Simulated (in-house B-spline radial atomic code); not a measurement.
RPA and G0W0 on Hartree-Fock: Zn²⁺

Configuration [Ar] 3d10, mean-field start Hartree-Fock. Computed with a B-spline radial code for spherical atoms: all electrons, scalar-relativistic (spin-free one-electron X2C), finite nucleus, each spin shell either full or empty, empty states to l = 9 with an (l + 1/2)⁻⁴ tail; G0W0 by contour deformation at full frequency.

Command:
```bash
python run_gw.py task.json out
```
Settings (radii: box in bohr, nucleus in fm):
```
Z                        30
electrons                28
configuration            [Ar] 3d10
hamiltonian              x2c
method                   hf
lmax                     9
rms_radius               3.9283
spin_polarised           False
box_radius               17.55
intervals                70
```

Time taken, with all properties: 3.2 s on 1 thread of Arm Neoverse N1, with other jobs on the host.

Energies (hartree):

```
                                     term        value
                         mean-field total  -1793.41042
Hartree-Fock functional on these orbitals  -1793.41042
                      direct second order       -2.277
                    second-order exchange      0.66231
                         SOSEX correction      0.60766
```

What is the RPA correlation energy, and what remains with SOSEX?

RPA gives -1.9556 hartree (-1.9 eV per electron); RPA + SOSEX gives -1.3479, and the second-order doubles (MP2) -1.6147 hartree. SOSEX takes back 31 % of the RPA value.

Quasi-particle levels (eV):

```csv
level,occupied,mean field,Σx - vxc,Σc,QP weight,G0W0
3d,yes,-41.40,0.00,?,?,?
2p,yes,-1085.39,0.00,20.14,0.855,-1065.24
4s,no,-16.751,0.00,-0.93,0.990,-17.676
```

G0W0 = mean field + (Σx - vxc) + Σc, with Σc (partial-wave tail included) taken at the quasi-particle energy. Only the outer levels were computed. Levels of low weight are left out.

Where does G0W0 put 3d?

At -39.93 eV, with Σc = 1.47 eV and a quasi-particle weight of 0.948. The tabulated removal energy is 39.723 eV (NIST, measured); the calculation leaves out spin-orbit coupling, Breit and QED terms, and what these don't explain is the method's own error.
